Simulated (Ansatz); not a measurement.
C₁₀H₉BO₃, SMILES c1c(cccc1)-c1c(occ1)B(O)O. Heavy atoms are numbered as in [OH:1][B:2]([OH:3])[c:4]1[o:5][cH:6][cH:7][c:8]1-[c:9]1[cH:10][cH:11][cH:12][cH:13][cH:14]1.

Calculation: Ansatz (a first-principles code) with PBE-D3(BJ)/def2-SVP.

Bond lengths of the relaxed neutral molecule (Å): O1–B2 1.369, B2–O3 1.375, B2–C4 1.564, C4–O5 1.378, C4–C8 1.398, O5–C6 1.352, C6–C7 1.376, C7–C8 1.438, C8–C9 1.475, C9–C10 1.414, C9–C14 1.416, C10–C11 1.401, C11–C12 1.405, C12–C13 1.403, C13–C14 1.404.

Q: How do the bond lengths change in the relaxed cation? (Estimate from the structure and the level; the computed values follow.)

A: 
| bond | neutral (Å) | cation (Å) |
|---|---|---|
| O1–B2 | 1.369 | 1.349 |
| B2–O3 | 1.375 | 1.363 |
| B2–C4 | 1.564 | 1.604 |
| C4–O5 | 1.378 | 1.342 |
| C4–C8 | 1.398 | 1.447 |
| O5–C6 | 1.352 | 1.380 |
| C6–C7 | 1.376 | 1.370 |
| C7–C8 | 1.438 | 1.434 |
| C8–C9 | 1.475 | 1.441 |
| C9–C10 | 1.414 | 1.431 |
| C9–C14 | 1.416 | 1.433 |
| C10–C11 | 1.401 | 1.390 |
| C11–C12 | 1.405 | 1.415 |
| C12–C13 | 1.403 | 1.412 |
| C13–C14 | 1.404 | 1.390 |
